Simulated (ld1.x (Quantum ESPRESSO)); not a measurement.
## Configuration tests for germanium (Ge) (RRKJ)

Ge (Z = 32), norm-conserving RRKJ (Kleinman–Bylander form), made with ld1.x (Quantum ESPRESSO) 7.5 (BLYP, scalar-relativistic). Core [Ar] 3d10, reference 4s2 4p2. Waves: 4p (bound): rc 2.40 bohr; 4d channel at 0.64 Ry: rc 1.85 bohr; 4s (bound): rc 1.65 bohr. Local part: the s channel. Core correction: a·sin(br)/r model core inside 1.25 bohr. rho0 = 0.02.

Energies are relative to the spin-unpolarised reference configuration 4s2 4p2; without spin polarisation the order of configurations can differ from experiment.

```
valence configuration  charge  ΔE all-electron (eV)  error AE − PS (meV)
              4s2 4p1      +1                 7.364                 -5.1
              4s2 4p0      +2                22.821                  -36
              4s1 4p0      +3                57.768                 -220
            4s2 4p2.3    -0.3                -0.851                 +0.1
              4s1 4p3       0                 8.031                  -12
            4s2 4p1.5    +0.5                 2.754                 -1.0
```

What are ΔE and the potential's error for 4s0 4p4?

ΔE = 16.342 eV all-electron; the error (AE − PS) is -49 meV.

Note: ghost state, extra bound levels that the all-electron valence spectrum of the same l lacks: d at -147.6 eV. A true bound ghost makes a file unfit for plane-wave use.
